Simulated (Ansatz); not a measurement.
Coupled-cluster diagnostics for Pd2O⁺, Ansatz.

Geometry of the doublet (PBE-D4/def2-TZVP):

```xyz
3

Pd   -0.3327    1.8120    0.2044
Pd    0.3340   -1.8118   -0.2044
O    -0.0013   -0.0002   -0.0001
```

In the def2 sets Pd takes a core potential; there is no spin–orbit coupling. Correlated methods freeze 1 core orbital; core or outer-core shells of Pd are correlated, in sets that lack core-valence functions. The structure comes from a short search, and lower isomers may exist.

Geometry of the charge 1 quartet (PBE-D4/def2-TZVP):

Cartesian coordinates in Å:
```
Pd 0.5605 -1.2160 -1.2125
Pd -0.2989 1.1486 1.3617
O -0.2616 0.0674 -0.1493
```

Question: Estimate the CCSD(T) correlation energy, the shares of MP2 and (T), T1 and the reference's ⟨S²⟩ for: charge 1, doublet, own geometry in def2-TZVPP; charge 1, quartet, own geometry in def2-TZVPP; and the rough time on 4 threads of Arm Neoverse V2 on a shared host.

Answer: 
```csv
state,basis,correlation (eV),MP2 share (%),(T) share (%),T1,⟨S²⟩ (pure),wall time,remarks
"charge 1, doublet, own geometry",def2-TZVPP,-38.589,98.1,3.4,0.036,1.75 (0.75),83 s,"flagged by the program, spin-contaminated"
"charge 1, quartet, own geometry",def2-TZVPP,-38.729,97.8,3.5,0.060,3.77 (3.75),42 s,large T1
```
Customary marks for T1 are 0.02 (closed shells), 0.045 (open shells) and about 0.05 (3d metals). T1 exceeds 0.02 in 2 of 2 rows and 0.045 in 1; the higher it lies, the less the single-reference result can be trusted.
